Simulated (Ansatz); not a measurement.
A structure relaxed at r2SCAN-D4/def2-TZVPD in Ansatz, charge -1, singlet:

```xyz
3

In    0.000    0.000    0.000
As    2.393   -0.345    0.051
As   -2.393    0.345   -0.051
```

Give its formula and point group.

InAs₂⁻. Point group D∞h (tolerance 0.1 Å).

Summarise the bond lengths by kind (pairs closer than 1.2 times the sum of covalent radii, bridged metal pairs left out).

2 × As–In 2.42 Å.

In the def2 sets In takes a core potential; there is no spin–orbit coupling. The restricted singlet is unstable towards broken spin symmetry in Hartree–Fock (as tested in another run); at r2SCAN-D4/def2-TZVPD this wasn't settled. An occupied level lies above an empty one. Another isomer (singlet) lies 2.04 eV lower at PBE0-D4/def2-TZVPD; other spin states weren't run for this one.
